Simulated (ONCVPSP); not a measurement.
Ranking ONCV potentials for magnesium (Mg)

All share these settings but for the change named:

- Element: Mg (Z = 12)
- Generator: ONCVPSP 4.0.1
- Type: optimised norm-conserving Vanderbilt (ONCV)
- Functional: LDA (Perdew-Wang 92)
- Relativity: scalar-relativistic
- Frozen core: [He]
- Valence charge: 10
- Reference configuration: 2s2 2p6 3s2
- Partial waves: 2s+3s: rc 1.00 bohr, ncon 4, nbas 9, qcut 13.4 1/bohr, 2 projectors; 2p: rc 1.05 bohr, ncon 4, nbas 7, qcut 13.6 1/bohr, 1 projector
- Local potential: polynomial inside 0.65 bohr (lpopt 3, dvloc0 0 Ha)
- Core correction: none

Cutoff: the first of the cutoffs (Ha) at which the residual kinetic energy of the hardest occupied pseudo-wave falls to 1 and 0.1 mHa per electron; the density cutoff is not measured.

The base gives 70 Ha.

Of 10 variants that were run, those that failed, showed a ghost or another fault, or gave nearly equal values are left out.

A variant can come out equal or close to the base.

Q: Rank these variants from softest to hardest (loose cutoff).
A. p: rc 0.8
B. p: rc 1.42
C. p: rc 1.16
D. p: rc 1
E. p: rc 0.74

A: B (52 Ha), C (64 Ha), D (73 Ha), A (90 Ha), E (139 Ha).
